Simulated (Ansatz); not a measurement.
System: CH$_{4}$BS, charge 0, doublet. CH4BS (SMILES CB[S], doublet).
B3LYP-D3(BJ)/def2-TZVP minimum from Ansatz (a program for electronic structure):
```
C
H 1 1.0891
H 1 1.0946 2 108.73
H 1 1.0946 2 108.73 3 115.07
B 1 1.5722 2 114.79 4 122.46
H 5 1.2008 1 120.04 2 -180.00
S 5 1.7410 6 114.61 1 -180.00
```
Charge 0, spin multiplicity 2.

Property: atomisation energy (electronic, to ground-state atoms), in kcal/mol. Radicals and triplets start from unrestricted determinants; spin-orbit coupling is neglected. CBS(X,Y): correlation extrapolated as X^-3, Hartree-Fock from the larger set. A bracket is a step between two methods taken in the basis named. The functionals are non-relativistic, so their misses hold any scalar relativity. '+ core + X2C': CCSD(T) terms for core correlation (cc-pwCVTZ, 1s frozen past Ne) and scalar relativity (cc-pVTZ-DK). For partners of very few electrons the exact lower level stands in for a higher one.

CCSD(T)/CBS(cc-pV(T+d)Z,cc-pV(Q+d)Z) + [CCSDT(Q) - CCSD(T)]/cc-pV(D+d)Z + core + X2C (Ansatz) gives 592.8 kcal/mol.

**Question.** What does PBE/def2-TZVPD (Ansatz) give here, and how do the other levels compare?

**Answer.** PBE gives 604.0 kcal/mol, 11.2 kcal/mol above it. Differences of the others: wB97M-V/def2-TZVPD (Ansatz) 3.0; CCSD(T)/CBS(cc-pV(T+d)Z,cc-pV(Q+d)Z) + core + X2C (Ansatz) -0.6 kcal/mol. Nearer than PBE: wB97M-V/def2-TZVPD, CCSD(T)/CBS(cc-pV(T+d)Z,cc-pV(Q+d)Z) + core + X2C.
